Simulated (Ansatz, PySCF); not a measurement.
Breaking a bond: SLi (cation, charge +1), lowest singlet found (which spin is the ground state isn't settled by this scan).

RKS-B3LYP/6-31G* = restricted B3LYP/6-31G*, spherical d (PySCF 2.14.0); RHF/aug-cc-pVDZ (Ansatz, a program for electronic structure); RMP2 = Ansatz with MP2 on RHF/aug-cc-pVDZ, frozen core; FCI = full CI/aug-cc-pVDZ, frozen core (Ansatz).

Energies relative to the lowest point of each curve between 2.02 and 3.13 Å, where full CI is lowest, in kcal/mol:

```tsv
R / Å	RKS-B3LYP/6-31G*	RHF	RMP2
1.67	66.0	69.0	69.9
1.92	21.7	22.8	23.6
2.02	12.9	13.6	14.3
2.26	2.4	2.7	3.0
2.40	0.4	0.5	0.6
2.78	1.4	1.2	1.0
3.39	7.7	6.9	6.6
3.75	10.8	9.6	9.4
4.12	13.1	11.7	11.5
4.60	15.1	13.4	13.3
5.08	16.3	14.5	14.4
6.73	17.9	16.0	15.9
```

**Question.** What does FCI give at the same points?

**Answer.** 1.67: 70.0; 1.92: 23.8; 2.02: 14.5; 2.26: 3.1; 2.40: 0.7; 2.78: 0.9; 3.39: 6.7; 3.75: 9.5; 4.12: 11.7; 4.60: 13.5; 5.08: 14.6; 6.73: 16.2 (kcal/mol).

The restricted form behind RKS-B3LYP/6-31G*, RHF, RMP2 keeps the bonding electrons paired and can't separate into open-shell fragments. Also computed but left out beside FCI, since their determinant holds another spin at the minimum (<S²> over 0.7 above the pure value): UHF, UMP2, UCCSD, UCCSD(T), UKS-PBE, UKS-CAM-B3LYP, UKS-B3LYP/6-31G*, UHF/6-31G*, UKS-M06-2X/6-31G*, UKS-B3LYP/6-311+G**.
